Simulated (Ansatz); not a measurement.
```yaml
crystal:
  periodic: [false, false, false]
  atoms:
    - {symbol: C, position_ang: [0.966648, -2.661324, -1.740448]}
    - {symbol: C, position_ang: [1.060383, -1.587692, -0.970073]}
    - {symbol: C, position_ang: [0.150318, -0.402906, -1.059945]}
    - {symbol: N, position_ang: [-0.508550, -0.105462, 0.204055]}
    - {symbol: Si, position_ang: [-1.960397, -0.925399, 0.617774]}
    - {symbol: C, position_ang: [-0.112065, 1.106126, 0.913657]}
    - {symbol: C, position_ang: [-0.487475, 2.380484, 0.164071]}
    - {symbol: C, position_ang: [1.365240, 1.093075, 1.282313]}
    - {symbol: H, position_ang: [1.646381, -3.499166, -1.638443]}
    - {symbol: H, position_ang: [0.199115, -2.739842, -2.504953]}
    - {symbol: H, position_ang: [1.824231, -1.537724, -0.197462]}
    - {symbol: H, position_ang: [0.726577, 0.473492, -1.375888]}
    - {symbol: H, position_ang: [-0.580869, -0.573756, -1.860723]}
    - {symbol: H, position_ang: [-1.874386, -2.329525, 0.140579]}
    - {symbol: H, position_ang: [-2.120277, -0.874791, 2.095651]}
    - {symbol: H, position_ang: [-3.194870, -0.331194, 0.014433]}
    - {symbol: H, position_ang: [-0.679097, 1.099868, 1.852375]}
    - {symbol: H, position_ang: [-0.244792, 3.265054, 0.758277]}
    - {symbol: H, position_ang: [0.056118, 2.462938, -0.781206]}
    - {symbol: H, position_ang: [-1.556447, 2.398671, -0.058443]}
    - {symbol: H, position_ang: [1.609030, 0.203804, 1.866503]}
    - {symbol: H, position_ang: [1.620828, 1.976450, 1.872190]}
    - {symbol: H, position_ang: [1.999255, 1.101920, 0.391207]}
basis:
  gaussian: {orbitals: cc-pVTZ-PP, final_grid: {core_spheres: 20, valence_spheres: 16, degree: 47}, point_charges: [{charge: 1.00, position_ang: [4.820, 0.314, -0.770]}]}
hamiltonian: {xc: {name: wB97}}
```

```sh
$ ansatz run in.yaml --threads 4 --pin off --events-out ev --progress --plain --max-ram 66560MiB --backend cpu
```

Output, abridged:

```
Functional definition: wB97
  name "wB97"
  cite "Chai & Head-Gordon, J. Chem. Phys. 128, 084106 (2008) doi:10.1063/1.2834918"
  cite "Becke, J. Chem. Phys. 107, 8554 (1997) doi:10.1063/1.475007"
  parameter omega = 0.4/bohr
  parameter cx1 = 1.13116
  parameter cx2 = -2.74915
  parameter cx3 = 12.0900
  parameter cx4 = -5.71642
  parameter css1 = -2.55352
  parameter css2 = 11.8926
  parameter css3 = -26.9452
  parameter css4 = 17.0927
  parameter cos1 = 3.99051
  parameter cos2 = -17.0066
  parameter cos3 = 1.07292
  parameter cos4 = 8.88211
  # The coefficients of nought are those of the uniform gas.
  exchange = spin_sum(e_x_unif_sr(omega)*poly(b97_u_x, 1, cx1, cx2, cx3, cx4)) + exact_x_lr(omega)
  correlation = spin_sum(e_c_pw_same_spin*poly(b97_u_same, 1, css1, css2, css3, css4))
      + integral(e_c_pw_opposite_spin*poly(b97_u_opposite, 1, cos1, cos2, cos3, cos4))
Error: <dir> the basis set cc-pVTZ-PP has no functions for C
```

(1) Something in this input is off. What?

## Answers

(1) The basis set is misnamed or doesn't suit the job. The program refused the input.
